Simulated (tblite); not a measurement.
Isomers of [C9H14N]+ (charge +1). Calculated harmonic vibrations of the isolated species, GFN2-xTB (tblite), most abundant isotopes, no scaling. The method is semi-empirical: single wavenumbers can be off by several per cent or more. One conformer each.

Electronic energies: GFN2-xTB at the same geometries; isomer energies are rough at this level and their order can be wrong.

```json
{"SMILES": "CC(C)[NH2+]c1ccccc1", "electronic energy, lowest = 0 (kcal/mol)": "0.0"}
{"SMILES": "C=CC=C=C=C[N+](C)(C)C", "electronic energy, lowest = 0 (kcal/mol)": "66.1"}
{"SMILES": "C[NH2+]Cc1cccc(C)c1", "electronic energy, lowest = 0 (kcal/mol)": "4.2"}
```

Task: How do GFN2-xTB zero-point energies change the relative energies?

Result: 
| SMILES | ZPE (kcal/mol) | of it from modes above 1550 cm⁻¹ | electronic (kcal/mol) | with ZPE, lowest = 0 (kcal/mol) | lowest mode (cm⁻¹) | rings |
| --- | --- | --- | --- | --- | --- | --- |
| CC(C)[NH2+]c1ccccc1 | 131.5 | 66.4 | 0.0 | 0.0 | 44 | 1 |
| C[NH2+]Cc1cccc(C)c1 | 131.3 | 66.2 | 4.2 | 3.9 | 17 | 1 |
| C=CC=C=C=C[N+](C)(C)C | 127.8 | 69.0 | 66.1 | 62.4 | 31 | 0 |

The zero-point energies span 3.7 kcal/mol, from `C=CC=C=C=C[N+](C)(C)C` to `CC(C)[NH2+]c1ccccc1`. The order is unchanged.
